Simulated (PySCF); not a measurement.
Computed structure and properties of [Eu(PH3)]2+

System: [Eu(PH3)]2+ (singlet in the valence; each metal's 4f electrons, 7 of them, lie in its core potential, out of spins and levels); start: template (C3v). Method: PySCF 2.14.0, RKS PBE0, Eu lcecp-0-SVP with ECP53, P def2-SVP, H def2-SVP; non-relativistic Hamiltonian with scalar-relativistic core potentials where named; density fitting; no spin-orbit coupling.

Input of the relaxation:

```python
mol = gto.M(atom='''
Eu     0.00000     0.00000    -0.57313
P     -0.00000    -0.00000     2.51187
H      1.21001    -0.00000     3.25507
H     -0.60500     1.04790     3.25507
H     -0.60501    -1.04789     3.25507''',
    basis={'Eu': 'lcecp-0-SVP', 'P': 'def2-SVP', 'H': 'def2-SVP'},
    ecp={'Eu': 'lcecp-0-SVP'},
    charge=2, spin=0)
mf = dft.RKS(mol, xc='PBE0')
mf.grids.atom_grid = (50, 194)  # f atoms: unpruned, at least (60, 302)
mf = mf.density_fit()  # fitting sets: Eu AutoAux, P def2-universal-JKFIT, H def2-universal-JKFIT
mf.conv_tol = 1e-08; mf.max_cycle = 55
mf.kernel(dm0)  # dm0: converged density of the start geometry
# quasi-Newton relaxation in Cartesian coordinates to a largest gradient under 0.00045 Eh/bohr, steps kept in the point group
```

Run from Python with OMP_NUM_THREADS=2; the lines above give its settings. Where DIIS fails, smearing, a level shift and second-order steps follow.
It took 6.8 s on 2 threads of Arm Neoverse V1 (shared host), from the converged density of the start.

Course of the relaxation:

```csv
step,energy above end (eV),largest force component within the symmetry (eV/Å)
0,0.0719,1.043
1,0.0101,0.560
2,0.0005,0.133
3,0.0001,0.024
4,0.0000,0.016
```

Relaxed geometry (C3v):

```xyz
5

Eu    0.0000    0.0000   -0.5504
P     0.0000    0.0000    2.5865
H     1.2676    0.0000    3.2226
H    -0.6338    1.0978    3.2226
H    -0.6338   -1.0978    3.2226
```

```tsv
contact	Å
Eu1–P2 (PH3)	3.137
```

On the finer grid (75, 302):

```yaml
HOMO: not given (4f levels lie in the core)
LUMO: not given (4f levels lie in the core)
Dipole_about_the_centre_of_mass: 0.02 D
Set_of_Mulliken_populations_of_Eu1_outside_the_core_potential: s 2.14, p 6.05, d 0.16, f 0.00
D3_BJ_dispersion_energy_not_in_the_energies: -0.112 eV
```

| atom | Mulliken (e) | Löwdin (e) | spin (e) |
| --- | --- | --- | --- |
| Eu1 | 1.65 | 1.49 | 0.00 |
| P2 | -0.13 | 0.36 | 0.00 |
| H3 | 0.16 | 0.05 | 0.00 |
| H4 | 0.16 | 0.05 | 0.00 |
| H5 | 0.16 | 0.05 | 0.00 |

The 4f levels lie in the core potential and are missing. Their spin isn't counted.

A rough frequency check found all modes real, so this is a minimum.

Taking off one PH3 (charge 0, singlet; the rest: singlet) in vacuum, both parts rigid, costs 1.98 eV; the small basis without counterpoise inflates it. Parting with an electron moved from the ligand to the metal can be far cheaper, even downhill.

Rigid scan of PH3 along the line from its metal:

distance to P2 (Å), energy (eV) and a bar:
```
     2.84      0.199 ##############################
     2.94      0.080 ############
     3.04      0.019 ###
     3.14      0.000 
     3.24      0.012 ##
     3.34      0.047 #######
     3.54      0.161 ########################
```

One start shape was tried, so this needn't be the lowest isomer.

An lcecp potential fixes the number of 4f electrons, so in runs with it no electron can move into or out of that shell.
